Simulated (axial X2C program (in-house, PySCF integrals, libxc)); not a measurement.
Spin–orbit effects down a group: molecules with Au (ions), PBE0

Calculated with an in-house relativistic program for diatomic molecules, spin-free (one-electron X2C) or two-component (2c: spin–orbit coupling with atomic mean-field Coulomb and Gaunt terms, which also bring small scalar terms), in Dyall basis sets with cores contracted in-house; open shells are unrestricted.

Basis sets: Au dyall-acv3z, H dyall-av3z, Li dyall-av3z, Na dyall-av3z.

| molecule | spin-free state | Re (Å) | ωe (cm⁻¹) | De (eV) | 2c state | Re 2c (Å) | ωe 2c (cm⁻¹) | De 2c (eV) |
| --- | --- | --- | --- | --- | --- | --- | --- | --- |
| AuH⁻ | M_S = 1/2, Λ = 0 | 1.623 | 1762.8 | 1.72 | Ω = 1/2 | 1.617 | 1782.9 | 1.76 |
| LiAu⁻ | M_S = 1/2, Λ = 0 | 2.427 | 343.7 | 1.36 | Ω = 1/2 | 2.424 | 343.6 | 1.36 |
| NaAu⁻ | M_S = 1/2, Λ = 0 | 2.776 | 168.4 | 1.03 | Ω = 1/2 | 2.775 | 168.6 | 1.03 |

Fragments in 2c: Au- + H, Au- + Li, Au- + Na. Each entry is the lowest single determinant of a limited PBE0 search at one distance. De goes to single-determinant-based atoms at the same level (for ions the charge split of lowest energy) and is withheld (n/a) where an atom does not fit its ground term or J level. Main or longest-lived isotopes.
